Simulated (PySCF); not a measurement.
Below is a simulated gas-phase C 1s photoelectron spectrum of `ClC1=[CH][GeH2][CH]=C1`.

Every computed line was given a Gaussian of 0.8 eV full width at half maximum and an area set by the number of equivalent atoms; the highest printed point is 100. Theory: delta-SCF UKS SCAN, pcX-2 on the ionised atom, pcseg-1 elsewhere, spin-free X2C in PySCF.

(binding energy (eV), intensity): (288.7, 0), (288.8, 1), (288.9, 2), (289.0, 3), (289.1, 7), (289.2, 13), (289.3, 22), (289.4, 34), (289.5, 49), (289.6, 66), (289.7, 82), (289.8, 94), (289.9, 100), (290.0, 99), (290.1, 92), (290.2, 81), (290.3, 70), (290.4, 61), (290.5, 55), (290.6, 54), (290.7, 55), (290.8, 56), (290.9, 55), (291.0, 51), (291.1, 44), (291.2, 37), (291.3, 30), (291.4, 27), (291.5, 27), (291.6, 31), (291.7, 38), (291.8, 45), (291.9, 50), (292.0, 53), (292.1, 51), (292.2, 45), (292.3, 36), (292.4, 27), (292.5, 18), (292.6, 11), (292.7, 7), (292.8, 3), (292.9, 2), (293.0, 1), (293.1, 0), (293.2, 0)

Question: Count the maxima, the lines and the sites behind this envelope.

Answer: The curve has 3 maxima (at 289.9, 290.8 and 292.0 eV). Under it lie 4 lines from 4 inequivalent carbon sites. At this width some lines have no maximum of their own.

Question: Decompose the envelope and assign each component. Numbering: `[Cl:1][C:2]1=[CH:3][GeH2:4][CH:5]=[CH:6]1`.

Answer: 
```json
{"position (eV)": "289.82", "relative area": "1", "line": "C 1s", "atoms": "C3", "environment": "alkene CH carbon"}
{"position (eV)": "290.03", "relative area": "1", "line": "C 1s", "atoms": "C5", "environment": "alkene CH carbon"}
{"position (eV)": "290.88", "relative area": "1", "line": "C 1s", "atoms": "C6", "environment": "alkene CH carbon"}
{"position (eV)": "292.01", "relative area": "1", "line": "C 1s", "atoms": "C2", "environment": "vinylic C–Cl carbon"}
```

Question: What are the centre and the root-mean-square width of the whole band?

Answer: The area-weighted mean of the lines is 290.68 eV. Their own spread about it is 0.86 eV (rms) and each Gaussian has σ = 0.8/2.355 = 0.34 eV; the variances add, which gives 0.93 eV.

The listed C 1s values span 2.19 eV, from C3 (bonded to C (double bond), H and Ge) to C2 (bonded to Cl, C (double bond) and C). The widest gap between neighbouring values is 1.13 eV, between 290.88 and 292.01 eV.

Shake-up satellites, vibrational structure and lifetime widths aren't simulated. The unrestricted hole states depart most from a pure doublet (⟨S²⟩ = 0.75; over 0.85 named) for C 1s of C2 (0.92), C 1s of C5 (0.85) and C 1s of C6 (0.92), which makes these values less certain. Geometry: PBE0-D3(BJ)/def2-SVP; no solvent, vibrations or thermal averaging.
